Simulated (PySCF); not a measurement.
Compound: C4H5BO2.
Numbering: `[CH2:1]=[CH:2][C:3]#[C:4][B:5]([OH:6])[OH:7]` (hydrogens: H8, H9 on C1; H10 on C2; H11 on O6; H12 on O7)

Computed by this run: PBE0-D3(BJ)/def2-SVP geometry optimisation, gas phase in PySCF; density fitting, grid level 1; the optimiser is geomeTRIC in internal coordinates, started from a GFN2-xTB structure with every atom displaced at random (about 0.01 Å).

Step 0: E = -8983.4020 eV
```
atom  x, y, z in Å  |  force x, y, z in eV/Å
C1      2.9559    0.2417   -0.4769   -0.874   2.205   0.970
C2      1.9398    0.9669    0.0588    0.630  -0.684  -0.358
C3      0.6098    0.4804    0.1906    7.276   2.555  -0.785
C4     -0.4691    0.0812    0.3155   -8.013  -2.834   0.817
B5     -1.9324   -0.4472    0.4638    0.464   0.667   0.086
O6     -2.9367    0.4758    0.5535    0.011  -0.116  -0.034
O7     -2.1071   -1.7862    0.5225    0.009  -0.428  -0.026
H8      3.9432    0.6748   -0.5803    0.326   0.058   0.011
H9      2.7731   -0.7301   -0.8239   -0.187  -1.688  -0.628
H10     2.1057    1.9770    0.4336    0.167   0.219  -0.016
H11    -3.8304    0.1265    0.6572    0.233   0.008  -0.031
H12    -3.0113   -2.0919    0.6301   -0.042   0.037  -0.005
```

Step 1: E = -8983.6852 eV
```
atom  x, y, z in Å  |  force x, y, z in eV/Å
C1      2.9234    0.2686   -0.5299    0.078  -0.487  -0.013
C2      1.9813    0.9611    0.1244    0.085   0.263  -0.046
C3      0.6529    0.5030    0.2945   -1.247  -0.319   0.040
C4     -0.5177    0.1319    0.3927    1.214   0.267   0.005
B5     -1.9392   -0.4231    0.5006   -0.171  -0.277  -0.068
O6     -2.9798    0.4541    0.4637   -0.018   0.071   0.029
O7     -2.0862   -1.7808    0.6006    0.064   0.224   0.016
H8      3.9327    0.6645   -0.6679   -0.037   0.023  -0.008
H9      2.7071   -0.7426   -0.9119    0.094   0.320   0.025
H10     2.2139    1.9625    0.5121   -0.021  -0.066   0.006
H11    -3.8500    0.0477    0.5005   -0.020   0.015   0.015
H12    -2.9978   -2.0781    0.6649   -0.022  -0.033   0.000
```

Question: Estimate the geometry and energy of step 2. (The exact step hangs on the optimiser's Hessian estimate; all steps are aligned on step 1, rigid shifts and turns removed.)

Answer: E = -8983.7005 eV, largest force 0.292 eV/Å
```
atom  x, y, z in Å  |  force x, y, z in eV/Å
C1      2.9630    0.2724   -0.5228   -0.144  -0.030   0.054
C2      1.9709    0.9337    0.0953    0.062   0.102   0.044
C3      0.6391    0.4676    0.2592   -0.211  -0.116  -0.153
C4     -0.5222    0.0984    0.3680    0.289  -0.034   0.018
B5     -1.9563   -0.4375    0.4902   -0.039  -0.029   0.048
O6     -2.9749    0.4681    0.4701    0.010  -0.024  -0.002
O7     -2.1230   -1.7873    0.6147    0.005   0.122  -0.021
H8      3.9519    0.7279   -0.6104    0.012  -0.038  -0.031
H9      2.8085   -0.7224   -0.9514    0.020   0.041   0.018
H10     2.1770    1.9323    0.5000    0.000   0.011   0.023
H11    -3.8563    0.0897    0.5344   -0.007   0.007   0.006
H12    -3.0371   -2.0741    0.6969    0.004  -0.012  -0.005
```

The energy changes by -0.0153 eV. The first-order estimate −F·Δx gives -0.0321 eV and the mean of the old and new forces, exact on a quadratic surface, -0.0153 eV. The step makes an angle of 85° with the force vector and moves no atom by more than 0.111 Å.

What follows is the cost of the whole optimisation. Time: 42 s; peak memory 0.49 GiB. Hardware: one thread of an Arm Neoverse V1 (shared host).
